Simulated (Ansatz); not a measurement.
Born–Oppenheimer molecular dynamics of a periodic cell of 19 atoms, Ir18F (surface Ir(111), adsorbate F). It starts from a relaxed structure.

The calculation used DFT LDA, scalar-relativistic, plane waves, PAW in Ansatz 0.2.0. Settings: PAW set soft_1, cutoff 420 eV, k mesh 2x2x1, fermi-dirac smearing 0.15 eV, no spin polarisation.

```
ensemble        : NVT, Langevin thermostat
time step       : 2 fs
steps asked     : 250
set temperature : 1200 K
friction        : 0.005 /fs
atoms held      : 1 to 6
seed            : 448263
```

Frames 2 fs apart, positions in Å.

Velocities at 320 fs (Å/ps):

```
Ir 0.00 0.00 0.00
Ir 0.00 0.00 0.00
Ir 0.00 0.00 0.00
Ir 0.00 0.00 0.00
Ir 0.00 0.00 0.00
Ir 0.00 0.00 0.00
Ir 0.55 -0.81 -3.78
Ir -0.19 0.02 1.51
Ir -0.34 -3.60 3.53
Ir 0.55 -1.13 -2.31
Ir 3.46 2.42 0.76
Ir -2.22 -1.21 2.96
Ir -1.30 -2.24 -4.60
Ir -1.43 0.54 -0.43
Ir -0.92 -1.57 -3.43
Ir -3.63 -0.65 -2.51
Ir 0.11 1.77 0.64
Ir -0.20 4.50 -2.10
F 8.72 -1.92 -9.73
```

```xyz
19
Lattice="5.4306 0.0000 0.0000 4.0729 7.0545 0.0000 0.0000 0.0000 16.4340" Properties=species:S:1:pos:R:3 time_fs=320 energy_less_start_eV=1.730 T=1153
Ir 1.358 0.784 1.000
Ir 4.073 0.784 1.000
Ir 2.715 3.135 1.000
Ir 5.431 3.135 1.000
Ir 4.073 5.487 1.000
Ir 6.788 5.487 1.000
Ir -0.025 1.736 3.211
Ir 2.840 1.624 3.116
Ir 1.365 3.904 3.155
Ir 4.034 3.959 3.138
Ir 2.623 6.247 3.084
Ir 5.439 6.228 3.102
Ir 0.085 -0.051 5.317
Ir 2.722 -0.011 5.193
Ir 1.561 2.340 5.432
Ir 4.251 2.498 5.416
Ir 2.534 4.723 5.203
Ir 5.479 4.769 5.219
F 3.155 0.376 7.082
19
Lattice="5.4306 0.0000 0.0000 4.0729 7.0545 0.0000 0.0000 0.0000 16.4340" Properties=species:S:1:pos:R:3 time_fs=322 energy_less_start_eV=1.684 T=1186
Ir 1.358 0.784 1.000
Ir 4.073 0.784 1.000
Ir 2.715 3.135 1.000
Ir 5.431 3.135 1.000
Ir 4.073 5.487 1.000
Ir 6.788 5.487 1.000
Ir -0.024 1.734 3.204
Ir 2.840 1.624 3.119
Ir 1.364 3.897 3.162
Ir 4.035 3.956 3.133
Ir 2.630 6.252 3.085
Ir 5.434 6.226 3.109
Ir 0.083 -0.056 5.308
Ir 2.718 -0.010 5.192
Ir 1.559 2.337 5.425
Ir 4.244 2.496 5.411
Ir 2.535 4.726 5.205
Ir 5.479 4.778 5.215
F 3.175 0.371 7.062
19
Lattice="5.4306 0.0000 0.0000 4.0729 7.0545 0.0000 0.0000 0.0000 16.4340" Properties=species:S:1:pos:R:3 time_fs=324 energy_less_start_eV=1.649 T=1198
Ir 1.358 0.784 1.000
Ir 4.073 0.784 1.000
Ir 2.715 3.135 1.000
Ir 5.431 3.135 1.000
Ir 4.073 5.487 1.000
Ir 6.788 5.487 1.000
Ir -0.020 1.730 3.197
Ir 2.839 1.625 3.121
Ir 1.364 3.890 3.168
Ir 4.035 3.952 3.127
Ir 2.636 6.257 3.086
Ir 5.429 6.224 3.116
Ir 0.082 -0.060 5.298
Ir 2.713 -0.010 5.192
Ir 1.558 2.334 5.417
Ir 4.238 2.495 5.406
Ir 2.537 4.729 5.207
Ir 5.479 4.787 5.212
F 3.195 0.365 7.041
19
Lattice="5.4306 0.0000 0.0000 4.0729 7.0545 0.0000 0.0000 0.0000 16.4340" Properties=species:S:1:pos:R:3 time_fs=326 energy_less_start_eV=1.623 T=1208
Ir 1.358 0.784 1.000
Ir 4.073 0.784 1.000
Ir 2.715 3.135 1.000
Ir 5.431 3.135 1.000
Ir 4.073 5.487 1.000
Ir 6.788 5.487 1.000
Ir -0.016 1.727 3.191
Ir 2.839 1.625 3.123
Ir 1.364 3.883 3.174
Ir 4.036 3.948 3.122
Ir 2.642 6.262 3.086
Ir 5.424 6.222 3.123
Ir 0.080 -0.064 5.288
Ir 2.708 -0.009 5.191
Ir 1.555 2.332 5.410
Ir 4.233 2.492 5.402
Ir 2.539 4.733 5.210
Ir 5.479 4.795 5.210
F 3.215 0.361 7.020
19
Lattice="5.4306 0.0000 0.0000 4.0729 7.0545 0.0000 0.0000 0.0000 16.4340" Properties=species:S:1:pos:R:3 time_fs=328 energy_less_start_eV=1.604 T=1148
Ir 1.358 0.784 1.000
Ir 4.073 0.784 1.000
Ir 2.715 3.135 1.000
Ir 5.431 3.135 1.000
Ir 4.073 5.487 1.000
Ir 6.788 5.487 1.000
Ir -0.013 1.724 3.185
Ir 2.838 1.625 3.126
Ir 1.364 3.878 3.179
Ir 4.037 3.944 3.117
Ir 2.650 6.267 3.085
Ir 5.418 6.220 3.131
Ir 0.079 -0.068 5.279
Ir 2.703 -0.009 5.190
Ir 1.552 2.331 5.403
Ir 4.227 2.489 5.397
Ir 2.543 4.737 5.215
Ir 5.481 4.804 5.208
F 3.232 0.359 7.002
19
Lattice="5.4306 0.0000 0.0000 4.0729 7.0545 0.0000 0.0000 0.0000 16.4340" Properties=species:S:1:pos:R:3 time_fs=330 energy_less_start_eV=1.590 T=1235
Ir 1.358 0.784 1.000
Ir 4.073 0.784 1.000
Ir 2.715 3.135 1.000
Ir 5.431 3.135 1.000
Ir 4.073 5.487 1.000
Ir 6.788 5.487 1.000
Ir -0.008 1.720 3.179
Ir 2.837 1.625 3.129
Ir 1.364 3.872 3.184
Ir 4.037 3.940 3.112
Ir 2.657 6.271 3.084
Ir 5.412 6.218 3.139
Ir 0.078 -0.070 5.270
Ir 2.698 -0.009 5.189
Ir 1.547 2.332 5.395
Ir 4.221 2.485 5.392
Ir 2.548 4.740 5.218
Ir 5.482 4.812 5.207
F 3.248 0.358 6.986
19
Lattice="5.4306 0.0000 0.0000 4.0729 7.0545 0.0000 0.0000 0.0000 16.4340" Properties=species:S:1:pos:R:3 time_fs=332 energy_less_start_eV=1.584 T=1233
Ir 1.358 0.784 1.000
Ir 4.073 0.784 1.000
Ir 2.715 3.135 1.000
Ir 5.431 3.135 1.000
Ir 4.073 5.487 1.000
Ir 6.788 5.487 1.000
Ir -0.003 1.718 3.173
Ir 2.836 1.624 3.132
Ir 1.364 3.866 3.189
Ir 4.038 3.935 3.108
Ir 2.665 6.277 3.082
Ir 5.406 6.215 3.148
Ir 0.077 -0.072 5.260
Ir 2.693 -0.008 5.188
Ir 1.541 2.333 5.388
Ir 4.216 2.481 5.387
Ir 2.553 4.744 5.221
Ir 5.483 4.820 5.206
F 3.264 0.354 6.974
19
Lattice="5.4306 0.0000 0.0000 4.0729 7.0545 0.0000 0.0000 0.0000 16.4340" Properties=species:S:1:pos:R:3 time_fs=334 energy_less_start_eV=1.586 T=1184
Ir 1.358 0.784 1.000
Ir 4.073 0.784 1.000
Ir 2.715 3.135 1.000
Ir 5.431 3.135 1.000
Ir 4.073 5.487 1.000
Ir 6.788 5.487 1.000
Ir 0.002 1.715 3.166
Ir 2.835 1.623 3.137
Ir 1.364 3.860 3.194
Ir 4.037 3.931 3.104
Ir 2.672 6.283 3.081
Ir 5.399 6.213 3.156
Ir 0.076 -0.074 5.250
Ir 2.687 -0.008 5.187
Ir 1.536 2.333 5.381
Ir 4.210 2.479 5.382
Ir 2.559 4.748 5.224
Ir 5.482 4.827 5.206
F 3.276 0.347 6.965
19
Lattice="5.4306 0.0000 0.0000 4.0729 7.0545 0.0000 0.0000 0.0000 16.4340" Properties=species:S:1:pos:R:3 time_fs=336 energy_less_start_eV=1.594 T=1150
Ir 1.358 0.784 1.000
Ir 4.073 0.784 1.000
Ir 2.715 3.135 1.000
Ir 5.431 3.135 1.000
Ir 4.073 5.487 1.000
Ir 6.788 5.487 1.000
Ir 0.007 1.711 3.159
Ir 2.834 1.623 3.141
Ir 1.365 3.854 3.199
Ir 4.037 3.927 3.101
Ir 2.680 6.291 3.080
Ir 5.394 6.211 3.164
Ir 0.075 -0.075 5.240
Ir 2.682 -0.007 5.186
Ir 1.532 2.333 5.375
Ir 4.205 2.477 5.378
Ir 2.565 4.752 5.226
Ir 5.482 4.834 5.206
F 3.289 0.342 6.958
19
Lattice="5.4306 0.0000 0.0000 4.0729 7.0545 0.0000 0.0000 0.0000 16.4340" Properties=species:S:1:pos:R:3 time_fs=338 energy_less_start_eV=1.594 T=1189
Ir 1.358 0.784 1.000
Ir 4.073 0.784 1.000
Ir 2.715 3.135 1.000
Ir 5.431 3.135 1.000
Ir 4.073 5.487 1.000
Ir 6.788 5.487 1.000
Ir 0.013 1.707 3.151
Ir 2.833 1.622 3.146
Ir 1.365 3.849 3.203
Ir 4.038 3.923 3.099
Ir 2.688 6.298 3.080
Ir 5.388 6.210 3.171
Ir 0.074 -0.075 5.230
Ir 2.677 -0.006 5.185
Ir 1.526 2.333 5.367
Ir 4.201 2.476 5.372
Ir 2.572 4.758 5.227
Ir 5.481 4.840 5.208
F 3.304 0.337 6.955
19
Lattice="5.4306 0.0000 0.0000 4.0729 7.0545 0.0000 0.0000 0.0000 16.4340" Properties=species:S:1:pos:R:3 time_fs=340 energy_less_start_eV=1.588 T=1223
Ir 1.358 0.784 1.000
Ir 4.073 0.784 1.000
Ir 2.715 3.135 1.000
Ir 5.431 3.135 1.000
Ir 4.073 5.487 1.000
Ir 6.788 5.487 1.000
Ir 0.018 1.704 3.143
Ir 2.830 1.621 3.150
Ir 1.365 3.844 3.207
Ir 4.039 3.920 3.096
Ir 2.696 6.304 3.080
Ir 5.380 6.209 3.178
Ir 0.074 -0.075 5.221
Ir 2.672 -0.006 5.184
Ir 1.521 2.334 5.359
Ir 4.196 2.476 5.367
Ir 2.579 4.763 5.228
Ir 5.479 4.844 5.211
F 3.319 0.333 6.958
19
Lattice="5.4306 0.0000 0.0000 4.0729 7.0545 0.0000 0.0000 0.0000 16.4340" Properties=species:S:1:pos:R:3 time_fs=342 energy_less_start_eV=1.580 T=1212
Ir 1.358 0.784 1.000
Ir 4.073 0.784 1.000
Ir 2.715 3.135 1.000
Ir 5.431 3.135 1.000
Ir 4.073 5.487 1.000
Ir 6.788 5.487 1.000
Ir 0.024 1.700 3.136
Ir 2.827 1.620 3.155
Ir 1.365 3.839 3.209
Ir 4.040 3.917 3.095
Ir 2.704 6.311 3.079
Ir 5.373 6.209 3.184
Ir 0.073 -0.075 5.211
Ir 2.667 -0.006 5.183
Ir 1.515 2.335 5.351
Ir 4.191 2.476 5.362
Ir 2.587 4.769 5.230
Ir 5.477 4.849 5.214
F 3.335 0.327 6.968
```

Of the whole run (500 fs, mean temperature of the second half 1153 K): A run of 0.5 ps of so small a system gives no equilibrium averages. Limits of this set-up: coarse k mesh, thin slab, slab without dipole correction, odd electron count without spin, PAW files made for another functional.

Run time: 23 min on 4 threads of Arm Neoverse V2, with other jobs on the host, peak memory 2.2 GiB.
